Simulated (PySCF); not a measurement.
C5H8S, SMILES C#C[C@H](C)SC.

Geometry: r2SCAN-D4/def2-SVP. The structure was generated by enumeration; whether it is a known compound was not checked. The values are those of a single conformer.

Level of theory: r2SCAN-D4/def2-SVP (PySCF).

Frequencies are harmonic and unscaled.

| mode | ν (cm⁻¹) | IR (km/mol) | moving atoms (share of kinetic energy) |
|---|---|---|---|
| 1 | 72 | 1.7 | C 58 %, H 32 %, S 10 % |
| 2 | 147 | 0.0 | C 50 %, H 44 % |
| 3 | 171 | 1.9 | H 65 %, C 24 %, S 11 % |
| 4 | 195 | 1.5 | C 62 %, H 33 % |
| 5 | 238 | 1.0 | H 69 %, C 26 % |
| 6 | 283 | 2.5 | H 48 %, C 40 %, S 11 % |
| 7 | 335 | 3.0 | C 58 %, H 23 %, S 19 % |
| 8 | 480 | 2.6 | C 60 %, S 33 % |
| 9 | 542 | 6.5 | C 78 %, H 20 % |
| 10 | 642 | 4.9 | C 61 %, H 32 % |
| 11 | 655 | 45.1 | H 75 %, C 24 % |
| 12 | 664 | 36.8 | H 71 %, C 28 % |
| 13 | 728 | 0.7 | C 56 %, S 32 %, H 12 % |
| 14 | 872 | 2.1 | C 63 %, H 36 % |
| 15 | 952 | 4.9 | H 80 %, C 17 % |
| 16 | 967 | 4.2 | H 83 %, C 15 % |
| 17 | 1014 | 22.9 | H 58 %, C 40 % |
| 18 | 1078 | 1.2 | C 60 %, H 39 % |
| 19 | 1099 | 9.5 | H 54 %, C 45 % |
| 20 | 1223 | 7.2 | H 79 %, C 20 % |
| 21 | 1297 | 6.8 | H 67 %, C 33 % |
| 22 | 1320 | 0.3 | H 86 %, C 14 % |
| 23 | 1375 | 3.4 | H 80 %, C 20 % |
| 24 | 1435 | 8.9 | H 96 % |
| 25 | 1452 | 3.2 | H 96 % |
| 26 | 1459 | 19.9 | H 96 % |
| 27 | 1468 | 2.9 | H 96 % |
| 28 | 2202 | 3.3 | C 91 %, H 9 % |
| 29 | 3032 | 21.9 | H 98 % |
| 30 | 3041 | 18.6 | H 97 % |
| 31 | 3047 | 1.4 | H 92 % |
| 32 | 3140 | 11.1 | H 91 %, C 9 % |
| 33 | 3142 | 7.6 | H 90 %, C 10 % |
| 34 | 3158 | 7.0 | H 90 %, C 10 % |
| 35 | 3161 | 2.7 | H 90 %, C 10 % |
| 36 | 3477 | 79.0 | H 86 %, C 14 % |
